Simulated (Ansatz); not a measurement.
Ansatz results at the PBE0-D4/def2-TZVP geometry: size of the dipole moment (ωB97M-V/def2-TZVPP) 0.95 D; HOMO–LUMO gap (ωB97M-V/def2-TZVPP) 11.42 eV; HOMO energy (PBE0/def2-TZVPP) -8.21 eV.

Problem. Which molecule gave them?
A. `C[Si](F)(F)N=C=O`
B. `CS[SiH](F)Cl`
C. `C[SiH](C)O[SiH3]`
D. `F[SiH](Cl)I`

Solution. D. The others give `C[SiH](C)O[SiH3]`: 0.92, 12.48, -8.29; `C[Si](F)(F)N=C=O`: 2.48, 13.81, -9.35; `CS[SiH](F)Cl`: 1.32, 11.40, -7.56.
